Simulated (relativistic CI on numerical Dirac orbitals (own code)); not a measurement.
Level scheme of Pt XLIII

Method of calculation: Dirac-Coulomb-Breit CI, orbitals from a KLI potential per configuration, QED by a radiative potential, unscaled Slater integrals (own radial code, finite nucleus).

Configurations in the expansion (outside the closed core [Ar] 3d10): 4s2 4p6, 4s2 4p5 4d, 4s 4p6 4d, 4s2 4p5 4f, 4s 4p6 4f, 4p6 4d 4f, 4s2 4p5 5s, 4p6 4d2, 4p5 4d3, 4p5 4d2 4f, 4p5 4d2 5s, 4p6 4f2, 4p5 4d 4f2, 4p5 4f3, 4p5 4f2 5s. Double excitations out of closed p, d and f shells are left out; levels of such configurations are missing from the list, as are those of other unlisted configurations, and high levels can miss mixing partners.

| No. | Configuration | Term | J | E (eV) | % | Landé g | Lifetime (s) |
| --- | --- | --- | --- | --- | --- | --- | --- |
| 1 | 4s2 4p6 | 1S | 0 | 0.000 | 100 |  |  |
| 2 | 4s2 4p5 4d | 3P° | 0 | 162.663 | 100 |  |  |
| 3 | 4s2 4p5 4d | 3P° | 1 | 167.970 | 72 | 1.221 | 2.09e-10 |
| 4 | 4s2 4p5 4d | 3F° | 3 | 170.946 | 57 | 1.068 | 4.00e-02 |
| 5 | 4s2 4p5 4d | 3D° | 2 | 172.550 | 53 | 1.078 | 1.86e-03 |
| 6 | 4s2 4p5 4d | 3F° | 4 | 192.619 | 100 | 1.245 | 1.63e-05 |
| 7 | 4s2 4p5 4d | 1D° | 2 | 195.431 | 47 | 1.200 | 7.89e-06 |
| 8 | 4s2 4p5 4d | 3D° | 3 | 201.429 | 69 | 1.226 | 7.36e-06 |
| 9 | 4s2 4p5 4d | 1P° | 1 | 219.467 | 44 | 0.902 | 1.03e-12 |
| 10 | 4s2 4p5 4d | 3F° | 2 | 291.073 | 72 | 0.767 | 5.85e-08 |
| 11 | 4s2 4p5 4d | 1P° | 1 | 314.877 | 56 | 0.862 | 2.91e-13 |
| 12 | 4s2 4p5 4d | 3P° | 2 | 317.655 | 43 | 1.267 | 5.83e-08 |
| 13 | 4s2 4p5 4d | 3F° | 3 | 320.378 | 41 | 1.107 | 5.42e-08 |
| 14 | 4s2 4p5 4f | 3D | 1 | 388.655 | 75 | 0.495 | 7.48e-12 |
| 15 | 4s2 4p5 4f | 3D | 2 | 395.516 | 62 | 1.079 | 3.87e-12 |
| 16 | 4s2 4p5 4f | 3G | 4 | 403.230 | 57 | 1.034 | 1.67e-12 |
| 17 | 4s2 4p5 4f | 3F | 3 | 405.297 | 54 | 1.137 | 2.13e-12 |
| 18 | 4s2 4p5 4f | 3G | 5 | 407.378 | 100 | 1.196 | 2.08e-12 |
| 19 | 4s2 4p5 4f | 1F | 3 | 408.936 | 59 | 1.020 | 2.08e-12 |
| 20 | 4s2 4p5 4f | 3F | 4 | 414.891 | 69 | 1.170 | 1.96e-12 |
| 21 | 4s2 4p5 4f | 1D | 2 | 416.628 | 54 | 0.874 | 1.69e-12 |
| 22 | 4s 4p6 4d | 3D | 1 | 425.829 | 75 | 0.494 | 4.03e-13 |
| 23 | 4s 4p6 4d | 3D | 2 | 426.626 | 49 | 1.101 | 5.44e-13 |
| 24 | 4s 4p6 4d | 3D | 3 | 444.637 | 89 | 1.302 | 5.30e-13 |
| 25 | 4s 4p6 4d | 1D | 2 | 452.361 | 71 | 1.040 | 5.40e-13 |
| 26 | 4s2 4p5 4f | 3G | 3 | 525.107 | 71 | 0.825 | 1.64e-12 |
| 27 | 4s2 4p5 4f | 3F | 2 | 532.425 | 44 | 0.882 | 1.56e-12 |
| 28 | 4s2 4p5 4f | 3D | 3 | 533.471 | 50 | 1.193 | 1.49e-12 |
| 29 | 4s2 4p5 4f | 3G | 4 | 533.758 | 39 | 1.082 | 2.07e-12 |
| 30 | 4s 4p6 4f | 3F° | 2 | 650.733 | 100 | 0.662 | 4.74e-13 |

Energies count from the lowest computed level; ° marks odd parity; lifetimes are radiative, by E1, M1, E2, M2, E3 decay to levels of this space only; some are left blank where a channel outside the calculation adds to the decay or the decay crosses a small, uncertain gap.

The mean weight of the leading LS term, summed over parents, in these 30 levels is 66 %, and that of the leading jj configuration (from the same eigenvectors) 91 %, so jj coupling describes them better and the LS labels are nominal.

At this charge energies of transitions that change n are usually good to better than 1 %, and those within a shell (Δn = 0) to a few per cent.

LS names give the leading component of a level, which can be under half, so a name can repeat, a term be missing and a line seem to break the LS rules.
